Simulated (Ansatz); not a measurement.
The cluster Ge₃Se₃. The state is a singlet with charge 0. Geometry PBE0-D4/def2-SVP, basis def2-TZVP, Ansatz.

Cartesian coordinates in Å:
```
Ge -0.883 1.052 0.669
Ge -0.980 -2.126 -0.317
Ge 1.763 0.846 -1.339
Se -0.901 -1.165 1.788
Se 1.557 1.453 0.887
Se -0.556 -0.060 -1.688
```

| run | HOMO (eV) | LUMO (eV) |
| --- | --- | --- |
| A | -5.88 | -3.52 |
| B | -5.64 | -3.46 |
| C | -8.31 | -1.08 |
| D | -6.46 | -2.88 |
| E | -6.27 | -2.99 |

B3LYP takes the VWN-RPA correlation. Another isomer (singlet) lies 0.29 eV lower at PBE0-D4/def2-TZVP; other spin states weren't run for this one.

The runs used B3LYP, PBE, PBE0, r2SCAN, ωB97X-V. Estimate which is which.

A r2SCAN (0 % exact exchange); B PBE (0 % exact exchange); C ωB97X-V (range-separated); D PBE0 (25 % exact exchange); E B3LYP (20 % exact exchange). Exact exchange lowers occupied and raises empty levels; among semilocal functionals meta-GGAs tend to open the gap a little, and such runs are hard to tell apart. The gap grows from 2.18 eV (PBE) to 7.23 eV (ωB97X-V).
